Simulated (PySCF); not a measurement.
**Excitation energy of Tl by level of theory**

Tl [Xe] 4f14 5d10 6s2 6p1 (2P) → Tl [Xe] 4f14 5d10 6s1 6p2 (4P), as a difference of total energies. Computed with PySCF 2.14 in aug-cc-pVTZ-PP with ECP60MDF (6s5p4d2f, 55 functions), with scalar relativity through the core potential. Correlated levels: valence: 5s2 5p6 5d10 frozen. The calculations carry no spin-orbit coupling.

| method | excitation energy (eV) |
| --- | --- |
| UHF | 4.309 |
| LDA | 6.480 |
| PBE | 6.217 |
| PBE0 | 5.863 |
| r2SCAN | 5.865 |
| r2SCAN0 | 5.647 |
| wB97M-V | 5.742 |
| LC-wPBE | 5.455 |
| PW91 | 6.225 |
| MP2 (valence) | 4.845 |
| SCS-MP2 (valence) | 5.054 |

How much does correlation contribute at MP2 (valence)?

4.845 − (4.309) = 0.536 eV, measured against UHF.

Spin-orbit coupling is strong in these open shells (close to jj coupling). The scalar numbers leave it out and a first-order estimate fails, so it can dominate the gap to the real levels.
